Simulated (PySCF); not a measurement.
## Correlation energy of In (indium, neutral)

[Kr] 4d10 5s1 5p2, high-spin 4P determinant (an excited configuration). Computed with PySCF 2.14 in aug-cc-pwCVTZ-PP with ECP28MDF (8s7p6d4f1g, 96 functions), with a scalar-relativistic core potential. Frozen: 4s2 4p6 4d10; 3 electrons correlated.

```csv
level,correlation energy (mhartree)
CCSD,-10.91
(T),-0.10
CCSD(T),-11.01
```

Diagnostics: T1 = 0.0042, D1 = 0.0074, largest double amplitude 0.045.

Cost of the coupled-cluster step: roughly 5 core-seconds, for 3 correlated electrons.

Iterations:

```
CC2 = 0
CCSD nocc = (np.int64(3), np.int64(0)), nmo = (87, 87)
frozen orbitals [[0, 1, 2, 3, 4, 5, 6, 7, 8], [0, 1, 2, 3, 4, 5, 6, 7, 8]]
max_cycle = 100
direct = 0
conv_tol = 1e-08
conv_tol_normt = 1e-06
diis_space = 8
diis_start_cycle = 0
Init t2, MP2 energy = -0.0073207039659429
Init E_corr(UCCSD) = -0.00732070396737865
cycle = 1  E_corr(UCCSD) = -0.00959337520070131  dE = -0.00227267123  norm(t1,t2) = 0.0271576
cycle = 2  E_corr(UCCSD) = -0.0103926452258741  dE = -0.000799270025  norm(t1,t2) = 0.0110205
cycle = 3  E_corr(UCCSD) = -0.0109144732296431  dE = -0.000521828004  norm(t1,t2) = 0.00477325
cycle = 4  E_corr(UCCSD) = -0.0109046257659026  dE = 9.84746374e-06  norm(t1,t2) = 0.000543716
cycle = 5  E_corr(UCCSD) = -0.0109057487080094  dE = -1.12294211e-06  norm(t1,t2) = 6.58397e-05
cycle = 6  E_corr(UCCSD) = -0.0109053763552798  dE = 3.7235273e-07  norm(t1,t2) = 1.076e-05
cycle = 7  E_corr(UCCSD) = -0.01090554774048  dE = -1.713852e-07  norm(t1,t2) = 1.76979e-06
cycle = 8  E_corr(UCCSD) = -0.0109054936859204  dE = 5.40545596e-08  norm(t1,t2) = 4.17669e-07
cycle = 9  E_corr(UCCSD) = -0.0109055008079449  dE = -7.12202451e-09  norm(t1,t2) = 1.20318e-07
UCCSD converged
E(UCCSD) = -189.1155157730386  E_corr = -0.01090550080794491
UCCSD(T) correction = -9.76960453853221e-05
```
